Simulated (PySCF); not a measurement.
**Molecular orbitals of KC**

r²SCAN at R = 2.518 Å; basis K 6-311G(d,p), C 6-311G(d,p); no relativity; PySCF 2.14. State: ⁴Σ⁻ (quartet), unpaired electrons σ ↑, π ↑↑. Only the outer orbitals are listed, counted within each symmetry.

| spin | orbital | occ. | ε (eV) | on K (%) | main shells (%) |
| --- | --- | --- | --- | --- | --- |
| α | 5σ | 1 | -36.20 | 100 | 100 K s |
| α | 2π | 1 | -19.31 | 100 | 100 K p |
| α | 2π | 1 | -19.31 | 100 | 100 K p |
| α | 6σ | 1 | -19.22 | 98 | 98 K p |
| α | 7σ | 1 | -11.88 | 4 | 96 C s |
| α | 8σ | 1 | -3.16 | 13 | 86 C p, 8 K s |
| α | 3π | 1 | -3.04 | 7 | 93 C p |
| α | 3π | 1 | -3.04 | 7 | 93 C p |
| α | 9σ | 0 | -1.37 | 95 | 74 K s, 20 K p |
| α | 4π | 0 | 0.06 | 97 | 97 K p |
| α | 4π | 0 | 0.06 | 97 | 97 K p |
| β | 5σ | 1 | -36.13 | 100 | 100 K s |
| β | 2π | 1 | -19.25 | 100 | 100 K p |
| β | 2π | 1 | -19.25 | 100 | 100 K p |
| β | 6σ | 1 | -19.09 | 99 | 99 K p |
| β | 7σ | 1 | -7.52 | 6 | 93 C s |
| β | 8σ | 0 | -0.86 | 96 | 71 K s, 25 K p |
| β | 3π | 0 | 0.28 | 64 | 62 K p, 36 C p |
| β | 3π | 0 | 0.28 | 64 | 62 K p, 36 C p |

Which are the highest filled and the lowest empty level, where do they sit, and how wide is the gap?

Highest filled α 3π at -3.04 eV (in %: 93 C p); lowest empty α 9σ at -1.37 eV (in %: 74 K s, 20 K p); the gap at r²SCAN is 1.67 eV.

```json
{
 "bond order (Mayer)": "0.61",
 "⟨S²⟩": "3.754",
 "charge on K (Mulliken, basis-dependent)": "0.67",
 "charge on K (Löwdin, basis-dependent)": "0.50",
 "dipole moment (positive dipole means K(−)C(+))": "-8.62 D"
}
```

The state was picked by a PBE0 search and need not be the measured ground state.
